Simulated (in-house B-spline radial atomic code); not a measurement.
Configurations of Rb IV (Rb3+), with energies counted from [Ar] 3d10 4s2 4p4. Method: scalar-relativistic (X2C) LC-wPBE, spin-polarised, spherical fractional occupations, exact exchange averaged over the configuration, Fermi nucleus of rms radius 4.2036 fm. Calculated with a B-spline radial code for spherical atoms. Shells without spins written out take the highest spin.

Occupations are held fixed; configurations that lie above the ionisation limit could autoionise.

| configuration | E - E(ref) (eV) | highest orbital | its <r> (bohr) |
| --- | --- | --- | --- |
| [Ar] 3d10 4s1 4p4 4d1 | 38.41 | 4d up | 2.052 |
| [Ar] 3d10 4s1 4p4 5f1 | 60.33 | 5f up | 6.835 |
| [Ar] 3d9 4s2 4p4 5d1 | 138.66 | 5d up | 4.583 |
| [Ar] 3d9 4s2 4p4 5f1 | 144.86 | 5f up | 6.793 |

Q: Order these further configurations by energy, lowest first.
A. [Ar] 3d10 4s2 4p3 5s1
B. [Ar] 3d9 4s2 4p5
C. [Ar] 3d10 4s1 4p5
D. [Ar] 3d9 4s2 4p4 4d1
E. [Ar] 3d10 4s1 4p4 5s1

A: C (17.848 eV), A (25.048 eV), E (42.922 eV), B (98.98 eV), D (122.06 eV).
